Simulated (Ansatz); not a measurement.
System: CBrClF, net charge -1, singlet state. It need not be the lowest isomer of its formula. Whether it binds its extra electron was not tested at this geometry. 
Coordinates optimised at B3LYP-D3(BJ)/def2-TZVP (Ansatz, a program for electronic structure):
```xyz
4

F     -0.7626     1.6491    -0.4928
C     -0.6804     0.7689     0.5266
Cl    -2.0120    -0.5703     0.0114
Br     1.2900    -0.2788     0.0309
```
Charge -1, spin multiplicity 1.

Basis-set convergence of Hartree-Fock and MP2 correlation energies (hartree) with Ansatz. Correlated levels leave the core frozen unless marked. No spin-orbit coupling. Frozen are the shells of the preceding noble gas and the d and f shells that filled before the atom's block. No relativistic terms.

| basis | functions | E(HF) | E(corr, MP2) |
|---|---|---|---|
| def2-SVPD | 111 | -3168.63404 | -0.61393 |
| def2-TZVPPD | 185 | ___ | ___ |

**Question.** Complete the blanks.

**Answer.** 
- def2-TZVPPD, E(HF): -3169.26427
- def2-TZVPPD, E(corr, MP2): -0.77500
